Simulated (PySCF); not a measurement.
# A thermochemical cycle for SrSe

MP2 in PySCF with def2-SVP on every atom (core potentials on Sr), for the lowest determinant that a PBE0 search found; no spin–orbit coupling. SrSe, a singlet (closed shell), has De = 2.56 eV to neutral atoms, and SrSe⁺, a doublet (π ↑), has De = 1.99 eV to Sr⁺ + Se.

At the same level the Sr atom ionises at 5.41 eV.

Task: What is the adiabatic ionisation energy of the molecule, and does ionisation strengthen or weaken the bond?

Result: IE = IE(Sr) + De(neutral) − De(ion) = 5.41 + 2.56 − 1.99 = 5.98 eV. De changes by -0.57 eV, so ionisation weakens the bond.

Correlated steps freeze 9 core orbitals. Correlated levels converge slowly with the basis: in double zeta they bind strong bonds too weakly, by up to about 1 eV, and carry superposition errors of some tenths. Spin–orbit coupling is left out. For an ion De counts to the pair picked by the measured ionisation energies or electron affinities, which need not be the lowest pair at this level. Where the molecule has an RHF reference, its open-shell atoms are computed with UHF. States were picked by a PBE0 search and need not be the measured ground states.
